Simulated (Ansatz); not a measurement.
Basis-set series for `CC1OC[Se]1`. The species carries charge 0 and has multiplicity 1. All single points use the PBE0-D4/def2-TZVP geometry.

```csv
functional,basis,functions,energy (Eh),HOMO (eV),LUMO (eV)
PBE0-D4,def2-SVP,118,-2593.72941,-6.23,-0.68
PBE0-D4,def2-TZVPP,256,-2594.24392,-6.33,-0.90
ωB97M-V,def2-SVP,118,-2594.00340,-8.44,1.44
ωB97M-V,def2-TZVPP,256,-2594.52568,-8.54,1.06
```

Question: Give the rows for def2-QZVPP. (Estimate.)

Answer: The calculation gave: 
```csv
functional,basis,functions,energy (Eh),HOMO (eV),LUMO (eV)
PBE0-D4,def2-QZVPP,497,-2594.30512,-6.35,-0.97
ωB97M-V,def2-QZVPP,497,-2594.58506,-8.57,0.90
```

Positive LUMOs are unbound and depend on the basis. Scalar relativity is left out up to krypton.

All numbers were calculated with Ansatz.
